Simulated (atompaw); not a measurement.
## Varying the PAW (atompaw) potential for Cl

Base potential:

| Item | Value |
| --- | --- |
| Element | chlorine (Cl) |
| Generator | atompaw 4.2.0.5 |
| Type | PAW |
| Functional | PBE |
| Relativity | scalar-relativistic |
| Frozen core | [Ne] |
| Valence charge | 7 |
| Reference configuration | 3s2 3p4 (charge +1) |
| Partial waves | 3s (bound): rc 1.60 bohr; 3s channel at -1.6 Ry: rc 1.55 bohr; 3p (bound): rc 1.60 bohr; 3p channel at -0.2 Ry: rc 1.60 bohr |
| Local potential | bessel scheme, radius 1.40 bohr |
| Core correction | smooth core density matched at 1.15 bohr |
| Augmentation charge | sinc compensation charge, radius 1.35 bohr; PAW radius 1.60 bohr; waves and projectors: custom rrkj gramschmidtortho |

All-electron outer shells of the reference configuration (PBE, scalar-relativistic, ld1.x):

```csv
shell,level (eV),outermost node (bohr),outermost maximum (bohr)
3s,-32.09,0.55,1.27
3p,-19.43,0.53,1.39
```

Cutoffs, loose and tight: the cutoffs (Ry, on a coarse ladder) from which the occupation-weighted sum of valence levels, in a spherical-Bessel basis at the reference potential, stays within 10 and 1 mRy of its value at 400 Ry. They see the waves, projectors and local potential, not the compensation charge or the core. A dash means not determined.

| change | outcome | cutoff, loose | cutoff, tight | bound ghosts |
| --- | --- | --- | --- | --- |
| base | generated | 25 Ry | 35 Ry | none |
| local potential ultrasoft scheme with l = 2 at -0.5 Ry, radius 1.40 bohr | generated | 25 Ry | 35 Ry | none |
| wave 3s (bound): rc 1.60 bohr becomes 3s (bound): rc 1.22 bohr | generated | 25 Ry | 50 Ry | none |
| wave 3p channel at -0.2 Ry: rc 1.60 bohr becomes 3p channel at -1.32 Ry: rc 1.60 bohr | generated | 25 Ry | 35 Ry | none |
| local potential bessel scheme, radius 1.24 bohr | generated | 25 Ry | 35 Ry | none |

What comes out with this change to the base: all radii scaled by about 1.04 (s 1.66, p 1.66 bohr); local potential bessel scheme, radius 1.46 bohr; augmentation sinc compensation charge, radius 1.40 bohr; PAW radius 1.66 bohr; waves and projectors: custom rrkj gramschmidtortho; core correction smooth core density matched at 1.20 bohr?

outcome: generated; cutoff, loose: 25 Ry; cutoff, tight: 30 Ry; bound ghosts: none.

What comes out with this change to the base: augmentation sinc compensation charge, radius 1.02 bohr; PAW radius 1.60 bohr; waves and projectors: custom rrkj gramschmidtortho?

outcome: generated, no UPF (negative core plus compensation charge); cutoff, loose: 25 Ry; cutoff, tight: 35 Ry; bound ghosts: none.
